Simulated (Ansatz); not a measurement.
C6H10, SMILES C(C#CCC)C.

Geometry optimised at B3LYP-D3(BJ)/def2-SVP.

Two levels are set side by side: PBE/def2-SVPD (Ansatz, a first-principles code) and CAM-B3LYP/def2-SVPD (Ansatz). Energy differences of separate SCF runs at the same geometry; the states with an electron removed or added have multiplicity 2 and 2. Differences are taken from unrounded values.

| quantity | CAM-B3LYP |
|---|---|
| vertical ionisation energy (eV) | 9.30 |
| vertical singlet–triplet gap (eV) | 5.65 |

Q: What does PBE give, and how far is it from CAM-B3LYP? (An estimate is asked for; the answer gives what the named calculation found.)

A: 
```csv
quantity,PBE,PBE minus CAM-B3LYP
vertical ionisation energy (eV),9.01,-0.29
vertical singlet–triplet gap (eV),5.46,-0.18
```
